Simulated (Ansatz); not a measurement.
Input for Ansatz (an electronic-structure program): R-CCSD(T)/cc-pVTZ on GeH2O2 (SMILES [OH][Ge][OH]).

Ansatz 0.2 input:
```yaml
crystal:
  periodic: [false, false, false]
  atoms:
    - {symbol: Ge, position_ang: [0.21566127, 0.14446857, -1.07869923]}
    - {symbol: O, position_ang: [1.52838525, -0.37792429, 0.01692001]}
    - {symbol: H, position_ang: [1.23193634, -0.47341578, 0.93259474]}
    - {symbol: O, position_ang: [-1.05127583, 0.21836322, 0.21657901]}
    - {symbol: H, position_ang: [-1.92470702, 0.48840828, -0.08729453]}
basis:
  gaussian:
    orbitals: cc-pVTZ
magnetization: {spin_polarized: false}
correlation: {method: ccsd_t, electrons: outside_noble_gas}
scf: {lower_state_search: off}
```

It printed:

```
WARN ansatz: RAYON_NUM_THREADS=4 ignored (pool sized by the plan → 4); use --threads N
Functional definition: HF
these checks for a lower state are left out or cut short: stability, starts, cluster_reference, orbital_swaps, neighbouring_geometries, increment
integrals: 0.23 GiB planned
810 factors; integrals over basis functions are off by at most 8.2e-4 eV
mean field: 0.35 GiB planned
mean field evaluation 1: about -60578.8891 eV, gradient 5.1e1 eV
mean field evaluation 2: about -60578.9558 eV, gradient 5.1e1 eV
mean field evaluation 4: about -60583.6933 eV, gradient 2.6e0 eV
mean field evaluation 8: about -60583.7358 eV, gradient 2.6e-1 eV
mean field -60583.73613248 eV, -2226.4112377374 hartree, gradient 2.3e-6 eV, S^2 0.000000; 0 other end points of the search recorded, 0 dependent functions left out
16 core orbitals not correlated
reference -60583.73613248 eV, -2226.4112377374 hartree; 9, 9 occupied and 106, 106 virtual orbitals, 810 factors
second order -16.02309762 eV of doubles, -0.00000000 eV of singles
coupled cluster: 0.55 GiB planned
cycle   1  -15.72781077 eV  change    3.0e-1 eV  update   1.0e-1
cycle   2  -16.13508951 eV  change   -4.1e-1 eV  update   3.5e-2
cycle   3  -16.25696422 eV  change   -1.2e-1 eV  update   2.0e-2
cycle   4  -16.23693465 eV  change    2.0e-2 eV  update   5.1e-3
cycle   5  -16.23423781 eV  change    2.7e-3 eV  update   2.5e-3
cycle   6  -16.23547203 eV  change   -1.2e-3 eV  update   8.0e-4
cycle   7  -16.23496073 eV  change    5.1e-4 eV  update   2.8e-4
cycle   8  -16.23489950 eV  change    6.1e-5 eV  update   7.9e-5
cycle   9  -16.23494220 eV  change   -4.3e-5 eV  update   2.8e-5
cycle  10  -16.23494273 eV  change   -5.3e-7 eV  update   1.1e-5
perturbative correction -0.63145247 eV, -0.0232054504 hartree
Total energy: -60600.60252769 eV, -2227.0310663287 hartree
Checks for a lower state left out: stability, starts, cluster_reference, orbital_swaps, neighbouring_geometries, increment
```

Self-consistency was reached.

Cost: around 16 core-seconds (rough).
